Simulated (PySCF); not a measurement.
# Ionisation energy of Cl+ by level of theory

Cl+ [Ne] 3s2 3p4 (3P) → Cl(2+) [Ne] 3s2 3p3 (4S), as a difference of total energies. Calculation: PySCF 2.14, in dyall-acv3z (19s12p6d4f, 113 functions); the spin-free X2C one-electron Hamiltonian (Gaussian nucleus). Correlated levels: valence: [Ne] frozen; virtual orbitals above 40 to 60 times the deepest correlated orbital energy dropped. The calculations carry no spin-orbit coupling.

```
           method  ionisation energy (eV)  error (eV)
              UHF                  22.578      -1.193
    MP2 (valence)                  23.385      -0.386
SCS-MP2 (valence)                  23.477      -0.294
   CCSD (valence)                  23.497      -0.274
CCSD(T) (valence)                  23.530      -0.241
```

Reference: 23.771 eV (measured; NIST levels, between the centres of gravity of the two terms).

Errors of the correlated levels include the incompleteness of this basis and the frozen core.
